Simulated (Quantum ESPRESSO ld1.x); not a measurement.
All-electron atom: Co II in [Ar] 3d7.5 4f0.5 (fractional occupations, a model configuration). Calculated with ld1.x of Quantum ESPRESSO 7.5: scalar-relativistic Kohn-Sham, PBEsol, spin-unpolarised, spherical densities, point nucleus.

Radial electron density D(r) = 4 pi r^2 rho(r):

r (bohr),D(r) (e/bohr)
0.0103,10.84
0.01407,16.31
0.01922,22.83
0.02626,28.99
0.03558,32.44
0.04861,31.53
0.06641,27.44
0.09073,25.71
0.124,30.58
0.1693,36.44
0.2313,32.14
0.3161,19.73
0.4318,14.56
0.5852,17.94
0.7994,16.92
1.092,9.713
1.492,3.769
2.038,1.158
2.785,0.2797
3.804,0.04532
5.197,0.01689
7.1,0.03820
9.623,0.06118
13.15,0.04068
17.96,0.006712
24.54,0.0002265

D(r) has 4 maxima, at r = 0.0392, 0.179, 0.660, 10.2 bohr, and minima at 0.0851, 0.418, 4.91 bohr, inside which lie 2.11, 10.73, 25.51 electrons.
